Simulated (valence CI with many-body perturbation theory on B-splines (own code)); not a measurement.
# Os43+: what the settings do

Computed by relativistic CI+MBPT: five valence electrons over a frozen Dirac-Fock core [Ar] 3d10, radial functions for each j: 6 s, 6 p, 5 d, 3 f, 1 g, with the one-electron correlation potential Σ1 (screened to all orders), the two-electron term Σ2, the three-electron term Σ3, Breit, model QED; selected single and double excitations, second order for the rest, scaled by the run's own slope (own B-spline code, finite nucleus).

No measured spectrum was set against this ion. As an estimate, large intervals hold to a few tenths of a per cent, small ones and those within an open d or f shell to about a per cent. Among the levels kept, up to 360 cm⁻¹ of a level comes from second order outside the variational space, and about a tenth of that is noise between levels of different J, which matters for small intervals.

The reference run has the lowest level (4s^2 4p1/2^2 4p3/2) J=3/2 and an ionisation energy of 2170.38 eV. Its largest variational space holds 10000 state functions.

Levels are named by their leading jj configuration (3d3/2^4 stands for four electrons in 3d with j = 3/2), which in mixed levels can hold well under half, so a name can repeat and another be missing. Letters in brackets count levels of one name in rising energy.

Changed runs:
A. correlating orbitals by l 3 3 3 2 1 → 5 6 3 4 1
B. natural orbitals for correlation on → off; scale of Σ1 1 → 0.8
C. scale of Σ1 1 → 0; scale of Σ2 1 → 0; three-electron term on → off
D. Davidson tolerance 2e-05 → 0.03 (bad on purpose)

Excitation energies of the reference run in cm⁻¹, and shifts in cm⁻¹:

```csv
Level,Reference,A,B,C,D
(4s^2 4p1/2 4p3/2^2) J=3/2,835059,+45,-806,-4602,+0.1
(4s^2 4p1/2 4p3/2^2) J=5/2,880950,+29,-455,-3828,+0.2
(4s^2 4p1/2 4p3/2^2) J=1/2,938655,+18,-148,-2810,0
(4s^2 4p1/2^2 4d3/2) J=3/2,1299220,-18,+536,+2969,0
(4s^2 4p1/2^2 4d5/2) J=5/2,1525420,-9.4,+96,+2367,+0.1
(4s 4p1/2^2 4p3/2^2) J=5/2,1686060,+24,-372,-804,+0.1
(4s^2 4p3/2^3) J=3/2,1782030,+59,-910,-7391,+0.3
(4s 4p1/2^2 4p3/2^2) J=1/2,1794250,+26,-149,-491,+0.1
(4s 4p1/2^2 4p3/2^2) J=3/2,1810710,+30,-211,+1616,+0.1
(4s^2 4p1/2 4p3/2 4d3/2) J=5/2 [a],2129260,+21,-276,-1656,+0.2
(4s^2 4p1/2 4p3/2 4d3/2) J=3/2 [a],2132370,+32,-409,-1287,+0.2
(4s^2 4p1/2 4p3/2 4d3/2) J=1/2 [a],2134520,+40,-458,-1409,0
Ionisation energy (eV),2170.38,+0.01,-0.49,-1.50,0
```
